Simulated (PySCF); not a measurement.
## Radial density of N⁺ (nitrogen, charge +1)

TPSS, [He] 2s2 2p2, high-spin 3P determinant. All numbers are calculated (PySCF 2.14, scalar relativity by spin-free X2C-1e, in cc-pVTZ-DK (4s3p2d1f, 30 functions)).

```json
{"r (bohr)": "0.00424", "4πr²ρ (e/bohr)": "0.04573", "4πr²(ρα − ρβ)": "0.0000"}
{"r (bohr)": "0.00713", "4πr²ρ (e/bohr)": "0.1238", "4πr²(ρα − ρβ)": "0.0000"}
{"r (bohr)": "0.0120", "4πr²ρ (e/bohr)": "0.3223", "4πr²(ρα − ρβ)": "-0.0001"}
{"r (bohr)": "0.0202", "4πr²ρ (e/bohr)": "0.8079", "4πr²(ρα − ρβ)": "-0.0002"}
{"r (bohr)": "0.0339", "4πr²ρ (e/bohr)": "1.877", "4πr²(ρα − ρβ)": "-0.0002"}
{"r (bohr)": "0.0571", "4πr²ρ (e/bohr)": "3.845", "4πr²(ρα − ρβ)": "0.0011"}
{"r (bohr)": "0.0960", "4πr²ρ (e/bohr)": "6.347", "4πr²(ρα − ρβ)": "0.0111"}
{"r (bohr)": "0.161", "4πr²ρ (e/bohr)": "7.364", "4πr²(ρα − ρβ)": "0.0637"}
{"r (bohr)": "0.272", "4πr²ρ (e/bohr)": "4.903", "4πr²(ρα − ρβ)": "0.2616"}
{"r (bohr)": "0.457", "4πr²ρ (e/bohr)": "2.243", "4πr²(ρα − ρβ)": "0.8028"}
{"r (bohr)": "0.768", "4πr²ρ (e/bohr)": "2.930", "4πr²(ρα − ρβ)": "1.4498"}
{"r (bohr)": "1.29", "4πr²ρ (e/bohr)": "2.594", "4πr²(ρα − ρβ)": "1.1903"}
{"r (bohr)": "2.17", "4πr²ρ (e/bohr)": "0.6290", "4πr²(ρα − ρβ)": "0.3135"}
{"r (bohr)": "3.66", "4πr²ρ (e/bohr)": "0.02996", "4πr²(ρα − ρβ)": "0.0184"}
{"r (bohr)": "6.15", "4πr²ρ (e/bohr)": "3.488e-05", "4πr²(ρα − ρβ)": "0.0000"}
```

Densities and radii are taken from the X2C orbitals without a picture-change correction, which distorts them close to the nucleus.
